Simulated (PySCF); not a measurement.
# Stationary points of HBrO

Computed with PBE0 in PySCF with Br def2-TZVP, O def2-TZVP, H def2-TZVP; no relativity; density-fitted integrals.

Relaxations began from a few typed shapes. The search is not exhaustive: other isomers or separated fragments can lie lower, and high-lying points may rest on an excited occupation.

(1) Order these stationary points by electronic energy, lowest first, in kJ/mol from the lowest minimum.
A. singlet Cs: Br–H 1.465 Å, Br–O 1.691 Å; H–Br–O 106.1°
B. singlet C∞v: Br–H 1.428 Å, Br–O 1.937 Å; H–Br–O 180.0°

(2) Which of them are minima?

## Answers

(1) A (0.0), B (274.7).

(2) By energy in kJ/mol, 0.0: minimum; 274.7: saddle point, 2 imaginary modes.

Counting electrons, bromine keeps 4 of its valence electrons outside its bonds, so the VSEPR class is AX2E2 and the expected shape is bent; with unlike ligands the computed point group is Cs.
